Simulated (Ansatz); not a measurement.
Geometry optimisation, RKS PBE0-D4/def2-SVP (Ansatz).

The input (input.yaml):

```yaml
crystal:
  periodic: [false, false, false]
  atoms:
    - { symbol: Ga, position_ang: [-0.056639, -0.457225, -0.474898] }
    - { symbol: C, position_ang: [-0.037724, -0.190082, 2.689572] }
    - { symbol: H, position_ang: [-0.936381, -0.094607, 3.311104] }
    - { symbol: H, position_ang: [0.84269, -0.346143, 3.324817] }
    - { symbol: H, position_ang: [0.099551, 0.736284, 2.109109] }
    - { symbol: H, position_ang: [1.418063, 0.031153, -0.615945] }
    - { symbol: H, position_ang: [-1.402123, 0.309177, -0.664641] }
    - { symbol: Cl, position_ang: [-0.276317, -2.617954, -0.028424] }
    - { symbol: H, position_ang: [-0.155321, -1.072502, 2.033604] }
basis:
  gaussian: { orbitals: def2-SVP }
hamiltonian:
  xc: pbe0
  dispersion: d4
relax:
  f_tol: 0.03
  max_steps: 50
```

Launched with:

```bash
$ ansatz run input.yaml --threads 2 --pin off --max-ram 3072MiB --backend cpu --events-out ev --progress --plain --runs-dir out
```

Problem. Where does it end, and by what steps?

Solution. The run converged. After 7 steps the energy has fallen by 0.056 eV; Cl8 moved furthest, 0.31 Å.

```csv
step,energy less start (eV),largest force component (eV/Å),accepted
0,0.0000,0.575,yes
1,-0.0361,0.279,yes
2,-0.0440,0.132,yes
3,-0.0511,0.126,yes
4,-0.0537,0.110,yes
5,-0.0541,0.082,yes
6,-0.0560,0.037,yes
7,-0.0561,0.025,yes
```

```xyz
9
Properties=species:S:1:pos:R:3
Ga -0.057 -0.506 -0.382
C -0.037 -0.167 2.659
H -0.932 0.010 3.270
H 0.854 -0.223 3.296
H 0.084 0.678 1.963
H 1.416 0.000 -0.451
H -1.394 0.293 -0.465
Cl -0.283 -2.661 -0.338
H -0.154 -1.126 2.132
```

Whether the end is a true minimum wasn't checked by a vibrational analysis.

Run time: 37 s on 2 threads of Arm Neoverse N1, with other jobs on the host, peak memory 0.2 GiB.
